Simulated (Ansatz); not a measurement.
`[O]=[W]([OH])([F])([F])[Cl]` + H₂O → `[O]=[W]([OH])([OH])([F])[F]` + HCl  (formal hydrolysis of a W–Cl bond)

Program: Ansatz. Geometries: PBE0-D4/def2-TZVP. ΔE: electronic, gas phase. CCSD(T)/CBS adds triple-zeta CCSD(T) − MP2 to the extrapolated MP2 energy (def2 sets, frozen cores). This one scheme is used for every species. Functionals use def2-TZVPP. B3LYP here is the variant with VWN-RPA as its local correlation; programs differ in this. HSE06 is defined as in plane-wave codes. Elements past krypton have def2 core potentials. For W outer-core shells are correlated without core-valence functions, which leaves a few kJ/mol of doubt a bond. Each species was taken in one conformer, which may not be the lowest.

`[O]=[W]([OH])([F])([F])[Cl]`:

```xyz
7

O     1.226   -1.351   -0.103
W    -0.129   -0.368   -0.074
O     0.460    1.341   -0.530
F    -0.878   -0.441   -1.767
F    -1.535   -1.481    0.427
Cl   -0.174    0.338    2.119
H     1.030    1.961   -0.072
```

H₂O:

```xyz
3

O     0.143   -0.362    0.008
H     0.155    0.287    0.715
H    -0.298    0.075   -0.723
```

`[O]=[W]([OH])([OH])([F])[F]`:

Cartesian coordinates in Å:
```
O 1.573 -1.133 0.328
W 0.241 -0.323 -0.299
O -1.254 -0.711 0.781
O 0.453 1.335 0.564
F 0.700 0.597 -1.872
F -0.504 -1.538 -1.493
H -1.314 -0.416 1.693
H 0.105 2.189 0.298
```

HCl:

Z-matrix (Å, degrees):
```
Cl
H 1 1.279
```

```
             level  ΔE (kJ/mol)  difference from CCSD(T)/CBS
            PBE-D4         13.6                         -1.9
         r2SCAN-D4         10.8                         -4.7
           PBE0-D4         14.6                         -0.9
           ωB97X-V          6.9                         -8.6
           ωB97M-V          9.5                         -6.0
            r2SCAN         10.4                         -5.1
              PBE0         12.9                         -2.6
             B3LYP          6.7                         -8.8
             HSE06         13.3                         -2.2
             BHLYP          6.5                         -9.0
         CAM-B3LYP          2.0                        -13.5
           LC-ωPBE          5.2                        -10.3
RPA@PBE/def2-TZVPP          6.3                         -9.2
   CCSD/def2-TZVPP          6.5                         -9.0
SCS-MP2/def2-QZVPP         18.5                          3.0
    CCSD/CBS(def2)         12.5                         -3.0
       CCSD(T)/CBS         15.5                            0
```

(1) What do rigid-rotor, harmonic-oscillator terms from PBE0-D4/def2-TZVP frequencies (298.15 K, 1 bar) make of the CCSD(T)/CBS value? (Best estimate.)

Largest T1 diagnostic among the species: 0.021, so the coupled-cluster value is less sure than usual.

## Answers

(1) The calculation gave: ΔZPE = -5.7 kJ/mol, ΔH = +8.2 kJ/mol, ΔS = -15 J/(mol·K), ΔG = +12.6 kJ/mol.

Leaving LDA and LC-ωPBE aside and taking each functional with its dispersion term where it has one, the values, not all of them listed here, spread over 12.4 kJ/mol, from CAM-B3LYP-D4 to PBE-QIDH. LDA lies −3.4 kJ/mol from PBE without D4. The D4 term adds +3.2 kJ/mol with B3LYP and +1.7 kJ/mol with PBE0; it sums over pairs of atoms, weighted by their polarisabilities, and B3LYP, whose exchange is more repulsive, gets the larger term. At CCSD(T), def2-SVP lies −19.1 kJ/mol from the extrapolated value and def2-TZVPP −6.0 kJ/mol.
